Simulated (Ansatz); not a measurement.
Reaction (redistribution): `OB[SiH2][SiH2]F` + `BN[SiH](F)F` → `F[SiH2]N[SiH](F)F` + `B[SiH2]BO`

Program: Ansatz. Geometries: PBE0-D4/def2-TZVP. ΔE: electronic, gas phase. CCSD(T)/CBS is the MP2 limit (def2-TZVPP, def2-QZVPP) plus CCSD(T) − MP2 in def2-TZVPP, frozen cores. Functionals use def2-TZVPP. Each species was taken in one conformer, which may not be the lowest.

`OB[SiH2][SiH2]F`:

Cartesian coordinates in Å:
```
O -0.564 -0.922 -1.984
B 0.112 0.228 -1.823
Si 0.436 1.064 0.017
Si -0.118 -0.547 1.628
F -1.026 -1.631 0.815
H -0.868 -1.334 -1.165
H 0.509 0.755 -2.825
H 1.847 1.503 0.209
H -0.438 2.259 0.202
H 1.052 -1.296 2.155
H -0.945 -0.080 2.770
```

`BN[SiH](F)F`:

```xyz
9

B     0.757    0.232    1.344
N     0.522    0.405   -0.030
Si   -0.750   -0.343   -0.902
F    -1.691    0.759   -1.545
F    -0.158   -1.153   -2.128
H     1.671    0.800    1.864
H     0.030   -0.488    1.965
H     1.148    1.017   -0.536
H    -1.530   -1.229   -0.033
```

`F[SiH2]N[SiH](F)F`:

Cartesian coordinates in Å:
```
F 0.533 -2.557 0.066
Si 1.099 -1.077 0.262
N -0.157 0.044 0.592
Si -0.970 1.066 -0.496
F -2.535 0.820 -0.438
F -0.786 2.587 -0.087
H 1.747 -0.680 -1.005
H 2.022 -1.133 1.415
H -0.480 0.070 1.552
H -0.474 0.859 -1.862
```

`B[SiH2]BO`:

```xyz
10

B     0.859   -1.541    0.657
Si    0.473    0.416    0.625
B    -0.505    0.718   -1.147
O    -1.832    0.945   -1.215
H     0.091   -2.317    1.147
H     1.822   -1.986    0.106
H    -0.414    0.853    1.748
H     1.708    1.252    0.640
H     0.072    0.690   -2.199
H    -2.273    0.971   -0.361
```

Task: Is it downhill or uphill in electronic energy at CCSD(T)/CBS, and by how much? (An estimate is asked.)

Result: Computed: Uphill: ΔE = +76.4 kJ/mol.

Task: What do these levels give: PBE-D4, ωB97M-V, PBE0, CCSD/def2-TZVPP, HF/CBS(def2), CCSD/CBS(def2)? (Estimate.)

Result: Ansatz gave: PBE-D4 90.4, ωB97M-V 79.7, PBE0 85.3, CCSD/def2-TZVPP 74.2, HF/CBS(def2) 62.6, CCSD/CBS(def2) 73.6 kJ/mol.

Largest T1 diagnostic among the species: 0.016.

From PBE to PBE0 (25 % exact exchange), in def2-TZVPP and without D4, ΔE moves by −4.1 kJ/mol. In def2-TZVPP, CCSD(T) changes the Hartree–Fock value by +12.6 kJ/mol (the triples alone add +2.8 kJ/mol) and MP2 by +11.5 kJ/mol.
